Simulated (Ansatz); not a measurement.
Two isomers of CH6ClGeNO: A = `[CH3][Ge]([NH2])([OH])[Cl]`, B = `[NH2][GeH]([OH])[CH2]Cl`.

Gas-phase electronic energies from Ansatz, PBE0-D4/def2-TZVP geometries. CBS: MP2 limit from def2 TZ/QZ plus the TZ coupled-cluster correction, frozen cores. DFT in def2-TZVPP. B3LYP here is the variant with VWN-RPA as its local correlation; programs differ in this. For Ge outer-core shells are correlated without core-valence functions, which leaves a few kJ/mol of doubt a bond. Scalar relativity is left out up to krypton. One conformer a species, not always the lowest.

A:

Z-matrix (Å, degrees):
```
C
Ge 1 1.929
H 1 1.089 2 109.6
H 1 1.091 2 110.1 3 -119.8
H 1 1.090 2 109.2 3 120.1
N 2 1.810 1 112.0 3 179.1
O 2 1.767 1 114.2 3 -62.2
Cl 2 2.185 1 107.6 3 53.5
H 6 1.010 2 115.9 1 -58.4
H 6 1.010 2 114.4 1 172.4
H 7 0.960 2 111.7 1 100.6
```

B:

Z-matrix (Å, degrees):
```
Ge
O 1 1.779
C 1 1.960 2 102.0
N 1 1.826 2 107.4 3 121.9
H 1 1.538 2 112.8 3 -120.2
H 2 0.960 1 111.6 3 -162.9
Cl 3 1.782 1 109.4 2 178.6
H 3 1.089 1 111.4 2 -62.0
H 3 1.089 1 110.9 2 59.4
H 4 1.010 1 114.9 2 156.5
H 4 1.010 1 115.9 2 -74.7
```

Task: Which isomer does CCSD(T)/CBS put lower? Give the gap. (Estimate.)

Result: Ansatz gave: A, by 172.3 kJ/mol.

Task: Give E(B) − E(A) in kJ/mol with CCSD(T)/def2-TZVPP, B2PLYP, CCSD/def2-TZVPP, PBE-D4, r2SCAN-D4, MP2/def2-TZVPP, B3LYP-D4. (An estimate is asked.)

Result: Computed: CCSD(T)/def2-TZVPP 174.1, B2PLYP 175.5, CCSD/def2-TZVPP 175.0, PBE-D4 170.3, r2SCAN-D4 179.4, MP2/def2-TZVPP 179.7, B3LYP-D4 174.3. None reverses the order clearly.

Largest T1 diagnostic: 0.011.

From PBE to PBE0 (25 % exact exchange), in def2-TZVPP and without D4, E(B) − E(A) moves by +4.6 kJ/mol.
